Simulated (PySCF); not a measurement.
Simulation results for BFH3Si, BF2H2, AlBFH2

Calculation on a computer-drawn molecule: the log of a Hartree-Fock and frozen-core CCSD(T) single point meant for a local Hartree-Fock minimum, with one planted fault or none, to be diagnosed. Offsets are logged minus clean, where the clean run is the same molecule without the fault. The reference is restricted for singlets and unrestricted otherwise, and also for a bond in bohr or an excited solution. Adding or removing an electron swaps singlet and doublet. The excited solution moves the top pair (singlet) or top alpha electron (doublet) to the lowest empty orbital. Highest occupied and lowest empty are orbital energies over both spins, largest force is the largest gradient component, triples share is (T) over the correlation energy, the T1 limit is 0.02 restricted and 0.045 unrestricted, electrons count all cores, a negative frequency is imaginary (commonest isotopes), and the dipole is about the centre of nuclear charge. Program: PySCF 2.14.0.

Common to all runs: logged SCF converged yes; possible faults no fault, one electron removed, one electron added, multiplicity raised by two, geometry at a saddle point, SCF held on an excited solution, minimal basis STO-3G, one bond length entered in bohr, all coordinates scaled.

```yaml
- entry: 1
  formula: BFH3Si
  logged_structure:
    atoms_angstrom:
      - [F, 1.0931, -2.4259, 1.4564]
      - [B, 0.106, -1.7072, 1.3614]
      - [Si, -1.5944, -0.4692, 1.1973]
      - [H, -1.7239, 0.0197, 2.5729]
      - [H, -2.6055, -1.4322, 0.7521]
      - [H, -1.1418, 0.5055, 0.2007]
  given:
    meant_charge: 1
    meant_multiplicity: 1
    meant_basis: "cc-pV(D+d)Z"
    logged_electrons: 29
    logged_basis_functions: 66
    logged_spin_squared: 0.7651
    "logged_highest_occupied [eV]": -26.041
    "logged_lowest_empty [eV]": -17.015
    "logged_largest_force [hartree/bohr]": 0.099841
    logged_T1_diagnostic: 0.037102
    logged_D1_diagnostic: 0.17317
    logged_triples_share: 0.026849
    logged_CC_converged: "yes"
    "logged_dipole_magnitude [debye]": 6.2414
    logged_SCF_stable_within_its_kind: "yes"
    "logged_energy_HF [hartree]": -413.87944
    "logged_energy_CCSD(T) [hartree]": -414.24524
    drawn_bonds_atom: [1, 2, 3, 3, 3]
    drawn_bonds_other_atom: [2, 3, 4, 5, 6]
    drawn_bonds_order: [1, 1, 1, 1, 1]
  results:
    planted_fault: "one electron removed"
    "HF_energy_offset_from_clean_run [kcal/mol]": 419.4
    "CCSD(T)_energy_offset_from_clean_run [kcal/mol]": 433.2
- entry: 2
  formula: BF2H2
  logged_structure:
    atoms_angstrom:
      - [F, -0.9218, 0.2784, -0.1254]
      - [B, -2.1178, -0.5311, -0.2082]
      - [F, -2.6565, -0.368, -1.5408]
      - [H, -2.9493, -0.1224, 0.6241]
      - [H, -1.8182, -1.7268, -0.0293]
  given:
    meant_charge: -1
    meant_multiplicity: 1
    meant_basis: aug-cc-pVDZ
    logged_electrons: 26
    logged_basis_functions: 87
    logged_spin_squared: 2.0273
    "logged_highest_occupied [eV]": 0.94514
    "logged_lowest_empty [eV]": 1.1012
    "logged_largest_force [hartree/bohr]": 0.095293
    logged_T1_diagnostic: 0.037329
    logged_D1_diagnostic: 0.16456
    logged_triples_share: 0.028898
    logged_CC_converged: "yes"
    "logged_dipole_magnitude [debye]": 8.648
    logged_SCF_stable_within_its_kind: "yes"
    "logged_energy_HF [hartree]": -224.67405
    "logged_energy_CCSD(T) [hartree]": -225.22717
    drawn_bonds_atom: [1, 2, 2, 2]
    drawn_bonds_other_atom: [2, 3, 4, 5]
    drawn_bonds_order: [1, 1, 1, 1]
  results:
    planted_fault: "multiplicity raised by two"
    "HF_energy_offset_from_clean_run [kcal/mol]": 118.6
    "CCSD(T)_energy_offset_from_clean_run [kcal/mol]": 123.6
  notes: ["highest electron not bound in this basis"]
- entry: 3
  formula: AlBFH2
  logged_structure:
    atoms_angstrom:
      - [F, -1.495, 0.034, 1.738]
      - [B, -1.3129, -0.4743, 0.5123]
      - [Al, 0.4227, 0.0998, -0.6545]
      - [H, -2.1236, -1.3024, 0.1741]
      - [H, 0.3737, 1.2699, -1.7343]
  given:
    meant_charge: 0
    meant_multiplicity: 2
    meant_basis: "cc-pV(D+d)Z"
    logged_electrons: 28
    logged_basis_functions: 61
    logged_spin_squared: 0.0
    "logged_highest_occupied [eV]": -16.518
    "logged_lowest_empty [eV]": -6.7028
    "logged_largest_force [hartree/bohr]": 0.051422
    logged_T1_diagnostic: 0.020939
    logged_D1_diagnostic: 0.05583
    logged_triples_share: 0.022978
    logged_CC_converged: "yes"
    "logged_dipole_magnitude [debye]": 6.781
    logged_SCF_stable_within_its_kind: "yes"
    "logged_energy_HF [hartree]": -366.92835
    "logged_energy_CCSD(T) [hartree]": -367.27512
    drawn_bonds_atom: [1, 2, 2, 3]
    drawn_bonds_other_atom: [2, 3, 4, 5]
    drawn_bonds_order: [1, 1, 1, 1]
  results: {}
  notes: ["T1 above single-reference limit"]
- entry: 4
  formula: AlBFH2
  logged_structure:
    atoms_angstrom:
      - [F, -1.495, 0.034, 1.738]
      - [B, -1.3129, -0.4743, 0.5123]
      - [Al, 1.967, 0.6105, -1.6927]
      - [H, -2.1236, -1.3024, 0.1741]
      - [H, 1.918, 1.7807, -2.7724]
  given:
    meant_charge: 0
    meant_multiplicity: 2
    meant_basis: "cc-pV(D+d)Z"
    logged_electrons: 29
    logged_basis_functions: 61
    logged_spin_squared: 0.9635
    "logged_highest_occupied [eV]": -7.9574
    "logged_lowest_empty [eV]": 0.8712
    "logged_largest_force [hartree/bohr]": 0.022223
    logged_T1_diagnostic: 0.04918
    logged_D1_diagnostic: 0.18081
    logged_triples_share: 0.018679
    logged_CC_converged: "yes"
    "logged_dipole_magnitude [debye]": 0.92866
    logged_SCF_stable_within_its_kind: "yes"
    "logged_energy_HF [hartree]": -367.13912
    "logged_energy_CCSD(T) [hartree]": -367.48415
    drawn_bonds_atom: [1, 2, 2, 3]
    drawn_bonds_other_atom: [2, 3, 4, 5]
    drawn_bonds_order: [1, 1, 1, 1]
  results: {}
  notes: ["T1 above single-reference limit"]
- entry: 5
  formula: AlBFH2
  logged_structure:
    atoms_angstrom:
      - [F, -1.495, 0.034, 1.738]
      - [B, -1.3129, -0.4743, 0.5123]
      - [Al, 0.4227, 0.0998, -0.6545]
      - [H, -2.1236, -1.3024, 0.1741]
      - [H, 0.3737, 1.2699, -1.7343]
  given:
    meant_charge: 0
    meant_multiplicity: 2
    meant_basis: "cc-pV(D+d)Z"
    logged_electrons: 29
    logged_basis_functions: 61
    logged_spin_squared: 0.8949
    "logged_highest_occupied [eV]": -6.0607
    "logged_lowest_empty [eV]": -0.95132
    "logged_largest_force [hartree/bohr]": 0.027421
    "logged_dipole_magnitude [debye]": 1.937
    logged_SCF_stable_within_its_kind: "no"
    "logged_energy_HF [hartree]": -367.13313
    drawn_bonds_atom: [1, 2, 2, 3]
    drawn_bonds_other_atom: [2, 3, 4, 5]
    drawn_bonds_order: [1, 1, 1, 1]
  results: {}
  notes: ["coupled-cluster numbers left out as unreliable"]
```

Questions
1. Which fault was planted in the run of AlBFH2 (entry 3)?
2. AlBFH2 (entry 4): planted fault?
3. Give the missing planted fault for AlBFH2 (entry 5).

## Answers
1. one electron removed
2. one bond length entered in bohr, row 2 of the drawn bonds
3. SCF held on an excited solution

Further results for AlBFH2 (entry 3):

| Property | Result |
| --- | --- |
| HF energy offset from clean run | 168.2 kcal/mol |
| CCSD(T) energy offset from clean run | 169.9 kcal/mol |

Further results for AlBFH2 (entry 4):

| Quantity | Value |
| --- | --- |
| HF energy offset from clean run | 35.94 kcal/mol |
| CCSD(T) energy offset from clean run | 38.73 kcal/mol |

Further results for AlBFH2 (entry 5):

| Property | Result |
| --- | --- |
| HF energy offset from clean run | 39.7 kcal/mol |
